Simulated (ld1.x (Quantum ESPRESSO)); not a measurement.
# Scattering properties, ultrasoft potential for P

P, ultrasoft, made with ld1.x (Quantum ESPRESSO) 7.5 (PBE, non-relativistic). Core [Ne], reference 3s1.75 3p3.25. Waves: 3s (bound): rcut 1.55, rcutus 1.65 bohr; 3s channel at 0.85 Ry: rcut 1.55, rcutus 1.65 bohr; 3p (bound): rcut 1.80, rcutus 2.05 bohr; 3p channel at 0.05 Ry: rcut 1.80, rcutus 2.05 bohr; 3d channel at -0.05 Ry: rc 1.75 bohr. Local part: the d channel. Core correction: none. Augmentation charge: PSQ, inside the norm-conserving radii.

The phase is arctan(r·u′/u) with u = r·R(r), unwrapped; energies in Ry, scanned from -3 to 5 Ry. A pole is an energy at which the radial function vanishes at the test radius. The pseudo phase is shifted by a multiple of π to meet the all-electron one at the reference energy, and phase errors are pseudo minus all-electron; the curves can meet again beyond the range given. Levels narrower than the energy grid can be missing from the lists of poles.

Question: For each channel, where are the poles, and over which energies does the pseudopotential scatter like the atom?

Answer:

| channel | radius (bohr) | reference energy (Ry) | poles, all-electron | poles, pseudo | unbroken range about the reference energy with phases within 0.05 rad | phase error 1 Ry above the reference energy (rad) |
| --- | --- | --- | --- | --- | --- | --- |
| s | 2.25 | -1.03 | 0.31 | 0.31 | below 4.4 | -0.000 |
| p | 2.25 | -0.42 | 1.31 | 1.31 | below 4.2 | -0.000 |
| d | 2.25 | -0.05 | 2.47 | 2.52 | below 4.3 | +0.005 |

Phases in the d channel:

| E (Ry) | all-electron | pseudo |
| --- | --- | --- |
| -3.00 | 1.319 | 1.319 |
| -2.52 | 1.297 | 1.297 |
| -2.04 | 1.269 | 1.269 |
| -1.56 | 1.230 | 1.230 |
| -1.08 | 1.172 | 1.173 |
| -0.60 | 1.078 | 1.078 |
| -0.12 | 0.894 | 0.894 |
| 0.36 | 0.428 | 0.428 |
| 0.84 | -0.574 | -0.569 |
| 1.32 | -1.181 | -1.176 |
| 1.80 | -1.415 | -1.409 |
| 2.28 | -1.536 | -1.529 |
| 2.76 | -1.618 | -1.609 |
| 3.24 | -1.688 | -1.675 |
| 3.72 | -1.762 | -1.740 |
| 4.20 | -1.858 | -1.819 |
| 4.68 | -2.018 | -1.932 |
